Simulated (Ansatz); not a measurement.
Consider the formal hydrolysis of a B–Ge bond: `C[B](F)[GeH3]` + H₂O → `CB(O)F` + GeH₄.

Gas-phase electronic energies from Ansatz, PBE0-D4/def2-TZVP geometries. CCSD(T)/CBS is the MP2 limit (def2-TZVPP, def2-QZVPP) plus CCSD(T) − MP2 in def2-TZVPP, frozen cores. This one scheme is used for every species. DFT in def2-TZVPP. B3LYP here is the variant with VWN-RPA as its local correlation; programs differ in this. HSE06 is defined as in plane-wave codes. For Ge outer-core shells are correlated without core-valence functions, which leaves a few kJ/mol of doubt a bond. Scalar relativity is left out up to krypton. Each species was taken in one conformer, which may not be the lowest.

| level | ΔE (kJ/mol) |
| --- | --- |
| PBE-D4 | -154.1 |
| revPBE-D4 | -152.3 |
| BHLYP-D4 | -173.0 |
| r2SCAN | -167.4 |
| B3LYP | -170.1 |
| HSE06 | -162.0 |
| SCS-MP2/def2-TZVPP | -168.4 |
| HF/CBS(def2) | -187.6 |

Problem. What does CCSD(T)/CBS give? (Estimate.)

Solution. The calculation gave: -157.7 kJ/mol. The listed levels differ from it by 3.6, 5.4, -15.3, -9.7, -12.4, -4.3, -10.7, -29.9 kJ/mol.

Largest T1 diagnostic among the species: 0.013.

The D4 term adds +4.4 kJ/mol with B3LYP and +2.6 kJ/mol with PBE0; it sums over pairs of atoms, weighted by their polarisabilities, and B3LYP, whose exchange is more repulsive, gets the larger term. At CCSD(T), def2-SVP lies −39.1 kJ/mol from the extrapolated value and def2-TZVPP −6.6 kJ/mol. In def2-TZVPP, CCSD(T) changes the Hartree–Fock value by +22.4 kJ/mol (the triples alone add +2.2 kJ/mol) and MP2 by +21.1 kJ/mol.
